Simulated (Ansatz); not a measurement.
Geometry optimisation, Ansatz 0.2.0, RKS PBE0-D4/def2-SVP.

Input:

```yaml
crystal:
  periodic: [false, false, false]
  atoms:
    - { symbol: O, position_ang: [-2.10962, 1.24758, -0.6262] }
    - { symbol: In, position_ang: [-0.54587, 1.62392, 0.44412] }
    - { symbol: O, position_ang: [0.81641, 0.22366, 0.45784] }
    - { symbol: Si, position_ang: [0.98215, -1.30245, -0.03128] }
    - { symbol: H, position_ang: [-2.0499, 0.39732, -1.06449] }
    - { symbol: H, position_ang: [-0.22025, 3.00596, 1.32409] }
    - { symbol: H, position_ang: [1.76605, 0.19574, 0.73623] }
    - { symbol: H, position_ang: [0.44195, -1.49211, -1.39646] }
    - { symbol: H, position_ang: [0.25548, -2.19392, 0.88884] }
basis:
  gaussian: { orbitals: def2-SVP }
hamiltonian:
  xc: pbe0
  dispersion: d4
relax:
  f_tol: 0.02
  max_steps: 50
```

Command:

```bash
$ ansatz run input.yaml --threads 2 --pin off --max-ram 3072MiB --backend cpu --events-out ev --progress --plain --runs-dir out
```

Problem. Where does it end, and by what steps?

Solution. The forces met the threshold. After 24 steps the energy has fallen by 2.631 eV; H9 moved furthest, 1.51 Å. Joined: In2–Si4, In2–H9.

```json
{"step": "0", "energy less start (eV)": "0.0000", "largest force component (eV/Å)": "6.759", "accepted": "yes"}
{"step": "1", "energy less start (eV)": "-1.1209", "largest force component (eV/Å)": "4.231", "accepted": "yes"}
{"step": "2", "energy less start (eV)": "-1.6062", "largest force component (eV/Å)": "1.481", "accepted": "yes"}
{"step": "3", "energy less start (eV)": "-1.7841", "largest force component (eV/Å)": "0.495", "accepted": "yes"}
{"step": "4", "energy less start (eV)": "-1.8468", "largest force component (eV/Å)": "0.593", "accepted": "yes"}
{"step": "5", "energy less start (eV)": "-1.9121", "largest force component (eV/Å)": "0.502", "accepted": "yes"}
{"step": "6", "energy less start (eV)": "-1.9279", "largest force component (eV/Å)": "0.342", "accepted": "yes"}
{"step": "7", "energy less start (eV)": "-1.8468", "largest force component (eV/Å)": "1.381", "accepted": "no"}
{"step": "8", "energy less start (eV)": "-1.9415", "largest force component (eV/Å)": "0.085", "accepted": "yes"}
{"step": "9", "energy less start (eV)": "-1.9465", "largest force component (eV/Å)": "0.069", "accepted": "yes"}
{"step": "10", "energy less start (eV)": "-1.9478", "largest force component (eV/Å)": "0.076", "accepted": "yes"}
{"step": "11", "energy less start (eV)": "-1.9533", "largest force component (eV/Å)": "0.054", "accepted": "yes"}
{"step": "12", "energy less start (eV)": "-1.9556", "largest force component (eV/Å)": "0.051", "accepted": "yes"}
{"step": "13", "energy less start (eV)": "-1.9644", "largest force component (eV/Å)": "0.182", "accepted": "yes"}
{"step": "14", "energy less start (eV)": "-2.0103", "largest force component (eV/Å)": "0.436", "accepted": "yes"}
{"step": "15", "energy less start (eV)": "-2.1367", "largest force component (eV/Å)": "0.640", "accepted": "yes"}
{"step": "16", "energy less start (eV)": "-2.3398", "largest force component (eV/Å)": "0.698", "accepted": "yes"}
{"step": "17", "energy less start (eV)": "-2.4952", "largest force component (eV/Å)": "0.755", "accepted": "yes"}
{"step": "18", "energy less start (eV)": "-2.5898", "largest force component (eV/Å)": "0.813", "accepted": "yes"}
{"step": "19", "energy less start (eV)": "-2.5944", "largest force component (eV/Å)": "1.180", "accepted": "yes"}
{"step": "20", "energy less start (eV)": "-2.6086", "largest force component (eV/Å)": "0.356", "accepted": "yes"}
{"step": "21", "energy less start (eV)": "-2.6208", "largest force component (eV/Å)": "0.521", "accepted": "yes"}
{"step": "22", "energy less start (eV)": "-2.6288", "largest force component (eV/Å)": "0.131", "accepted": "yes"}
{"step": "23", "energy less start (eV)": "-2.6307", "largest force component (eV/Å)": "0.059", "accepted": "yes"}
{"step": "24", "energy less start (eV)": "-2.6309", "largest force component (eV/Å)": "0.010", "accepted": "yes"}
```

```xyz
9
Properties=species:S:1:pos:R:3
O -1.833 1.065 -1.040
In -0.689 0.970 0.580
O 1.347 0.353 -0.115
Si 0.937 -1.390 0.301
H -1.682 0.296 -1.604
H -0.518 2.060 1.874
H 2.136 0.675 0.337
H -0.043 -1.470 -0.877
H -0.319 -0.853 1.277
```

Whether the end is a true minimum wasn't checked by a vibrational analysis.

Run time: 66 s on 2 threads of Arm Neoverse V2, with other jobs on the host, peak memory 0.22 GiB.
